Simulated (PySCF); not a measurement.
WSCl4, SMILES [S]=[W]([Cl])([Cl])([Cl])[Cl], multiplicity 1.

The structure is a stationary point at B3LYP-D3(BJ)/def2-SVP. The spin state was assumed, not searched. The isomer is the one that the SMILES or the coordinates give; other isomers of the formula were not compared. The def2 effective core potentials stand for the cores of W; spin–orbit coupling is left out.

Two levels are set side by side: TDA-PBE/def2-SVPD (PySCF) and TDA-LC-ωPBE/def2-SVPD (PySCF). Vertical, same geometry. The lowest singlet is HOMO−1→LUMO 50 %, HOMO→LUMO+1 50 % with PBE and HOMO→LUMO+1 42 %, HOMO−1→LUMO 42 % with the other functional; states are paired by order. Differences are taken from unrounded values.

```tsv
quantity	TDA-PBE
lowest singlet excitation (eV)	2.49
lowest triplet excitation (TDA) (eV)	2.13
```

Problem. These are the TDA-PBE values. What does TDA-LC-ωPBE give? (Estimate from the structure and the level; the computed values follow.)

Solution. 
```json
[
 {"quantity": "lowest singlet excitation (eV)", "TDA-LC-ωPBE": "2.61", "TDA-PBE minus TDA-LC-ωPBE": "-0.12"},
 {"quantity": "lowest triplet excitation (TDA) (eV)", "TDA-LC-ωPBE": "1.85", "TDA-PBE minus TDA-LC-ωPBE": "0.28"}
]
```

A lower first singlet is the usual sign of a functional without exact exchange. Differences between two approximate levels are no errors against the true value.

Rough cost on one machine, each run with all the roots and properties that it gave: TDA-LC-ωPBE against TDA-PBE about 3 times.
